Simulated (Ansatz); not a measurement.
`BC1=C(S)C1` + H₂ → `SC1=CC1` + BH₃ at 600 K and 1 bar (hydrogenolysis of a C–B bond).

Computed with Ansatz on PBE0-D4/def2-TZVP structures; ΔE is electronic, products minus reactants. CBS: MP2 limit from def2 TZ/QZ plus the TZ coupled-cluster correction, frozen cores. This one scheme is used for every species. Each species was taken in one conformer, which may not be the lowest.

```
     species  CCSD(T)/CBS energy (Eh)  H − E (kJ/mol)  S (J/(mol·K))
`BC1=C(S)C1`               -539.63170           235.2          407.6
          H₂                 -1.17544            43.9          150.8
   `SC1=CC1`               -514.23842           192.3          357.4
         BH₃                -26.55200            91.5          217.3
```

H − E and S are ideal-gas, rigid-rotor, harmonic terms from PBE0-D4/def2-TZVP, for one conformer and one mirror image of each species. The MP2-based limit puts H₂ 0.8 mEh under its directly extrapolated value; such offsets cancel only in part. 1 Eh = 2625.50 kJ/mol, R = 8.31446 J/(mol·K).

**Question.** By hand: ΔE, ΔH, ΔS and ΔG.

**Answer.** ΔE = (-514.23842) + (-26.55200) − (-539.63170) − (-1.17544) = 0.01672 Eh = 43.9 kJ/mol. Δ(H − E) = 192.3 + 91.5 − 235.2 − 43.9 = 4.7, so ΔH = 48.6 kJ/mol. ΔS = 357.4 + 217.3 − 407.6 − 150.8 = 16.3 J/(mol·K). ΔG = 48.6 − 600 × (16.3)/1000 = 38.8 kJ/mol.

**Question.** By hand: the equilibrium constant, and the temperature at which ΔG would vanish if ΔH and ΔS stayed fixed.

**Answer.** log₁₀ K = −ΔG/(RT ln 10) = -3.4. ΔG = 0 at ΔH/ΔS = 2982 K, far beyond where these terms or the molecules hold.

ΔH outweighs TΔS. A doubt of 5 kJ/mol in ΔE shifts log₁₀ K by 0.4 here. Other conformers and mirror images would add mixing entropy, several J/(mol·K) or more a flexible species. These are equilibria of isolated gas molecules and say nothing of rates. Largest T1 diagnostic: 0.013 (customary marks: 0.02 for closed shells, 0.045 for open ones).
